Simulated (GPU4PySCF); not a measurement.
A small calculation by hand: oscillator strength and radiative lifetime

C₇H₁₀F₆, SMILES CC(F)(F)CC(F)(F)CC(C)(F)F.

Coordinates come from a ωB97M-D3(BJ)/def2-TZVP optimisation. The values are those of a single conformer.

TDA-CAM-B3LYP/def2-SVPD in GPU4PySCF puts the first singlet state with f over 0.02 at 9.79 eV (vertical), with the transition dipole (0.000, 0.000, -0.485) in atomic units.

Q: Find the oscillator strength, the wavelength and the radiative lifetime that this transition would have in vacuum if emission retraced absorption.

A: 
|μ|² = 0.2352 au, so |μ| = 1.23 D. ΔE = 9.79/27.211 = 0.3598 hartree. f = (2/3) ΔE |μ|² = 0.056 (the program prints 0.056).
λ = 1239.84/9.79 = 127 nm; ν = 78962 cm⁻¹.
Einstein's coefficient A = 0.6670 ν² f s⁻¹ (ν in cm⁻¹) = 2.3e8 s⁻¹, so τ = 1/A = 4.3 ns. This state is S2; the lower singlet has f = 0.003. The figure is the radiative limit of this one transition; relaxation, internal conversion, crossing to triplets and a medium change what is measured.
